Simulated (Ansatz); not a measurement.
Consider the cleavage of the B–Ga bond: `CB[BH][GaH2]` + H–F → `CBBF` + `[GaH3]`.

Calculated with Ansatz (gas phase, PBE0-D4/def2-TZVP geometries, no zero-point term in ΔE). CBS: MP2 limit from def2 TZ/QZ plus the TZ coupled-cluster correction, frozen cores. This one scheme is used for every species. Functionals use def2-TZVPP. For Ga outer-core shells are correlated without core-valence functions, which leaves a few kJ/mol of doubt a bond. Scalar relativity is left out up to krypton. One conformer a species, not always the lowest.

CCSD(T)/CBS gives -105.3 kJ/mol.

(1) Another level gave -109.5 kJ/mol. Which?
A. BLYP-D4/def2-TZVPP
B. CAM-B3LYP-D4/def2-TZVPP
C. PBE0-D4/def2-TZVPP
D. LDA (SPW92)/def2-TZVPP

Largest T1 diagnostic among the species: 0.014.

Results:

(1) A. BLYP-D4 -109.5, PBE0-D4 -102.5, LDA (SPW92) -97.8, CAM-B3LYP-D4 -125.4 kJ/mol.

The D4 term adds +7.3 kJ/mol with B3LYP and +4.1 kJ/mol with PBE0; it sums over pairs of atoms, weighted by their polarisabilities, and B3LYP, whose exchange is more repulsive, gets the larger term. In def2-TZVPP, CCSD(T) changes the Hartree–Fock value by +36.8 kJ/mol (the triples alone add +3.8 kJ/mol) and MP2 by +36.6 kJ/mol.

CCSD(T)/CBS has its own doubt, a few kJ/mol and more with outer-core shells, so smaller differences from it don't rank the levels.

B3LYP here is the variant with VWN-RPA as its local correlation; programs differ in this.
